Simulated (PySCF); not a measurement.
Vertical excitations of a molecule CH4ClNOSi2 from TDA-PBE/def2-SVPD (PySCF), as energy in eV (oscillator strength): 4.42 (0.009), 5.33 (0.073), 5.41 (0.005), 5.50 (0.012), 5.70 (0.018), 5.90 (0.012), 5.92 (0.092), 6.17 (0.005), 6.22 (0.010), 6.34 (0.001). Lowest triplet (TDA): 4.09 eV. Geometry: PBE-D3(BJ)/def2-SVP. One conformer was computed; it need not be the lowest.

Task: Which molecule gave these data?
A) N#CO[Si@@H]([SiH3])Cl
B) Cl[Si@H]1C=N[SiH2]O1
C) Cl[Si@H]1OC=N[SiH2]1
D) O=C=N[SiH2][SiH2]Cl

Result: C, Cl[Si@H]1OC=N[SiH2]1
